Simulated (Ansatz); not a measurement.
Relaxation of CH$_{8}$OSn (11 atoms, charge 0, multiplicity 1), to a largest force component of 0.03 eV/Å in at most 50 steps.

Level of theory: RKS PBE0-D4/def2-SVP in Ansatz 0.2.0.

```xyz
11
Properties=species:S:1:pos:R:3
Sn 0.416 0.061 -0.120
H -0.100 -0.200 1.516
H 2.124 -0.105 -0.159
H -0.018 1.625 -0.639
H -0.290 -1.147 -1.103
O -2.608 0.278 0.764
C -3.411 -0.825 0.441
H -2.831 -1.703 0.104
H -4.069 -1.142 1.274
H -4.059 -0.521 -0.394
H -1.953 -0.001 1.441
```

Where does it end, and by what steps?

It converged. The force dipped under the threshold on the way, but the program's further checks kept it going. After 17 steps the energy has fallen by 0.058 eV; H10 moved furthest, 0.67 Å.

| step | energy less start (eV) | largest force component (eV/Å) | accepted |
| --- | --- | --- | --- |
| 0 | 0.0000 | 0.677 | yes |
| 1 | -0.0194 | 0.377 | yes |
| 2 | -0.0011 | 0.698 | no |
| 3 | -0.0330 | 0.204 | yes |
| 4 | -0.0414 | 0.175 | yes |
| 5 | -0.0444 | 0.236 | yes |
| 6 | -0.0480 | 0.154 | yes |
| 7 | -0.0511 | 0.101 | yes |
| 8 | -0.0480 | 0.262 | no |
| 9 | -0.0536 | 0.121 | yes |
| 10 | -0.0538 | 0.205 | yes |
| 11 | -0.0550 | 0.159 | yes |
| 12 | -0.0567 | 0.108 | yes |
| 13 | -0.0576 | 0.029 | yes |
| 14 | -0.0579 | 0.035 | yes |
| 15 | -0.0580 | 0.047 | yes |
| 16 | -0.0582 | 0.035 | yes |
| 17 | -0.0583 | 0.021 | yes |

```xyz
11
Properties=species:S:1:pos:R:3
Sn 0.391 0.071 -0.121
H 0.360 -0.238 1.565
H 2.036 -0.049 -0.624
H -0.156 1.648 -0.476
H -0.490 -1.124 -0.970
O -2.487 0.157 0.881
C -3.344 -0.836 0.384
H -2.938 -1.858 0.505
H -4.346 -0.801 0.850
H -3.470 -0.657 -0.693
H -2.354 0.008 1.823
```

Run time: 44 s on 2 threads of Arm Neoverse V2 (shared host), peak memory 0.19 GiB.
